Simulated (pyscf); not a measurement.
Single points on ωB97X-D3(BJ)/def2-SVP structures (PySCF, gas phase).

Problem. What is the homolytic dissociation enthalpy (298 K, ωB97M-D3(BJ)/def2-TZVP) of the Ag–Te bond of H₃Si–Te–Ag (SMILES [SiH3][Te][Ag]), to H₃Si–Te• + Ag•?

Solution. Ag–Te to H₃Si–Te• + Ag•: 48.9 kcal/mol. The 7 functionals that were run give +40.5 (M06-2X) to +58.4 kcal/mol (ωB97X-D3(BJ)/def2-TZVP). Other isomers of H₃Si–Te• were not searched in full and may lie lower. Open-shell species with a d-block atom are single-reference here; other states, and whether the spin sits on metal or ligand, were not checked. Elements past Kr carry the def2 core potentials, without spin-orbit coupling.
